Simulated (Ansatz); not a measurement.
Energy difference 2 R1 → P1, each structure at its B3LYP-D3(BJ)/def2-TZVP stationary point, reached from a drawn start (curvature not checked).
P1: H2 (SMILES [H][H]), charge 0, multiplicity 1.
R1: H atom, charge 0, multiplicity 2.

P less R. No zero-point or thermal terms.

CBS: X⁻³ extrapolation of the correlation energy, Hartree–Fock from the larger set.

Codes used: Ansatz (a program for electronic structure). No computed number here is a measurement.

PBE/def2-TZVPP gives -104.73 kcal/mol for the reaction energy.

### Question
Where do these levels fall relative to PBE: r2SCAN/def2-TZVPP, PBE0/def2-TZVPP, wB97M-V/def2-TZVPP, B2PLYP/def2-TZVPP, MP2/CBS(cc-pVTZ, cc-pVQZ), CCSD(T)/CBS(cc-pVTZ, cc-pVQZ).

### Answer
r2SCAN/def2-TZVPP -2.85; PBE0/def2-TZVPP 0.30; wB97M-V/def2-TZVPP -3.90; B2PLYP/def2-TZVPP -3.65; MP2/CBS(cc-pVTZ, cc-pVQZ) -0.51; CCSD(T)/CBS(cc-pVTZ, cc-pVQZ) -4.84 kcal/mol. 1 of 6 lie above PBE; the widest gap is to CCSD(T)/CBS(cc-pVTZ, cc-pVQZ).
